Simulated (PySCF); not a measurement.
A calculated (LDA, PySCF 2.14, cc-pVTZ-X2C, scalar relativity by spin-free X2C-1e) atom or ion has these occupied shells.

| shell | electrons | orbital energy (eV) | rms radius, mean of both spins (bohr) |
| --- | --- | --- | --- |
| 1s α | 1 | -3508.9 | 0.0938 |
| 1s β | 1 | -3508.9 | 0.0938 |
| 2s α | 1 | -352.28 | 0.422 |
| 2s β | 1 | -352.27 | 0.422 |
| 2p α | 3 | -280.10 | 0.390 |
| 2p β | 3 | -280.09 | 0.390 |
| 3s α | 1 | -35.438 | 1.37 |
| 3s β | 1 | -35.399 | 1.37 |
| 3p α | 3 | -19.064 | 1.57 |
| 3p β | 3 | -19.001 | 1.57 |
| 4s α | 1 | -2.668 | 5.24 |

(1) Name the element and its charge.

Answers

(1) K (potassium, neutral), in [Ar] 4s1, 2S determinant.
